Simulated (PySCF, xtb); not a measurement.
InI2, SMILES [I][In+][I], charge +1.

Harmonic wavenumbers (cm⁻¹) from GFN2-xTB run with xtb at its own minimum, in rising order: 44, 44, 133, 260.

Question: What does PBE-D3(BJ)/def2-SVP run with PySCF 2.14.0 give at its own minimum? (The exact figures need the calculation; the answer reports its results.)

Answer: 48, 48, 153, 287. Paired by order, the mean absolute difference is 14 cm⁻¹ and the zero-point energies are 0.7 and 0.8 kcal/mol.
